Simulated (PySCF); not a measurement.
A TDDFT job was run through a driver script with this input:

```
{"job": {"kind": "uv", "xc": "PBE0", "basis": "def2-SVPD", "nstates": 6, "ntriplets": 2}, "charge": 0, "multiplicity": 1}
F     -2.503227    -0.782042     1.063299
C     -1.920381    -0.076270     0.079488
F     -2.629468     1.057971    -0.042880
F     -2.111582    -0.770304    -1.052356
C     -0.479866     0.198148     0.371554
C      0.497970    -0.219796    -0.413812
C      1.952070    -0.002840    -0.207695
Br     2.397673     1.059713     1.362378
H     -0.319830     0.763383     1.278139
H      0.272691    -0.785259    -1.310605
H      2.462396    -0.960620    -0.088266
H      2.382751     0.517232    -1.065272
```

Output:

```
coarse grid: 53840 points
cycle   1  E = -3027.0029519414  dE =  5.942e-02  |g| = 8.207e-01  |ddm| = 5.447e+00
cycle   2  E = -3026.9021764382  dE =  1.008e-01  |g| = 1.169e+00  |ddm| = 2.260e+00
cycle   3  E = -3027.1234627454  dE = -2.213e-01  |g| = 7.204e-02  |ddm| = 1.227e+00
cycle   4  E = -3027.1241484879  dE = -6.857e-04  |g| = 3.995e-02  |ddm| = 1.526e-01
cycle   5  E = -3027.1244962731  dE = -3.478e-04  |g| = 1.390e-02  |ddm| = 7.978e-02
cycle   6  E = -3027.1245404670  dE = -4.419e-05  |g| = 3.530e-03  |ddm| = 2.782e-02
cycle   7  E = -3027.1245437409  dE = -3.274e-06  |g| = 5.445e-04  |ddm| = 7.573e-03
final grid: 114208 points
cycle   8  E = -3027.1244788363  dE =  8.599e-09  |g| = 7.352e-04  |ddm| = 8.448e-03
cycle   9  E = -3027.1244786836  dE =  1.527e-07  |g| = 1.123e-03  |ddm| = 2.870e-03
cycle  10  E = -3027.1244789537  dE = -2.701e-07  |g| = 1.095e-04  |ddm| = 1.655e-03
cycle  11  E = -3027.1244789569  dE = -3.133e-09  |g| = 2.062e-05  |ddm| = 2.534e-04
cycle  12  E = -3027.1244789570  dE = -9.277e-11  |g| = 4.244e-06  |ddm| = 3.980e-05
converged SCF energy = -3027.1244789570

Static polarisability (au): isotropic 72.533, principal 56.515 73.485 87.600

Singlet excitations
state   eV       nm        f      main configurations
  1   6.1645    201.1   0.00253   H->L+1 0.88
  2   6.2835    197.3   0.00301   H-1->L+1 0.83, H-1->L 0.15
  3   6.4297    192.8   0.02345   H->L 0.74, H-1->L 0.13
  4   6.4421    192.5   0.00588   H-1->L 0.72, H-1->L+1 0.14, H->L 0.12
  5   6.9091    179.5   0.00142   H-2->L+1 0.93
  6   7.5567    164.1   0.27248   H-2->L 0.81

Triplet excitations (Tamm-Dancoff, eV): 4.4180 5.4883
```

Level of theory: TDDFT PBE0/def2-SVPD, vertical, gas phase, core orbitals frozen in the response in PySCF. The structure is a single GFN2-xTB conformer in the gas phase; no vibrational or solvent corrections. The PBE0/def2-SVPD calculation is non-relativistic and has no spin–orbit coupling, an omission that weighs most on bromine.

How much of the mean polarisability do the listed states account for?

The sum over states Σ f/ΔE² (ΔE in hartree) gives 4.19 au, 6% of the total; the rest comes from higher roots of the same response equations.

What share of the summed oscillator strength falls to the strongest level in this window?

State 6 at 164 nm: 0.2725 of 0.3088, or 88%.

What is the total energy of state 6 at this geometry?

-3027.12448 + 0.27770 = -3026.84678 hartree.

Give the energy of state 6 in hartree, cm⁻¹ and kJ/mol.

0.27770 hartree, 60949 cm⁻¹, 729.1 kJ/mol.

Give the mean polarisability in Å³.

72.53 au × 0.148185 = 10.75 Å³.

Which species is it?

`FC(F)(F)/C=C/CBr` (C4H4BrF3).

The SCF starts on a coarse grid; the energy jumps when the final grid takes over, and dE counts afresh there. H and L stand for HOMO and LUMO.

On one thread, Arm Neoverse N1 (aarch64), shared host with 64 logical CPUs at a one-minute load of 46, this took 68 s wall and 0.91 GiB of memory at its peak.

The values belong to the conformer `[F:1][C:2]([F:3])([F:4])/[CH:5]=[CH:6]/[CH2:7][Br:8]`: F1–C2–C5–C6 120°, C5–C6–C7–Br8 -2°.
